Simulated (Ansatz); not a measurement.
Ansatz results at the PBE0-D4/def2-TZVP geometry: LUMO energy (B3LYP/def2-TZVPP) -2.75 eV; LUMO energy (ωB97M-V/def2-TZVPP) -0.74 eV; HOMO energy (PBE0/def2-TZVPP) -6.46 eV.

**Question.** Which molecule gave them?
A. `B[CH2][SnH2][F]`
B. `[BH2][SbH][TeH]`
C. `[SiH3][SiH]1OPS1`
D. `CB(N)[SiH2][SiH3]`

**Answer.** B. The others give `[SiH3][SiH]1OPS1`: -1.75, 0.30, -6.80; `CB(N)[SiH2][SiH3]`: -0.55, 1.47, -7.47; `B[CH2][SnH2][F]`: -1.66, 0.44, -8.75.

B3LYP here is the variant with VWN-RPA as its local correlation; programs differ in this.
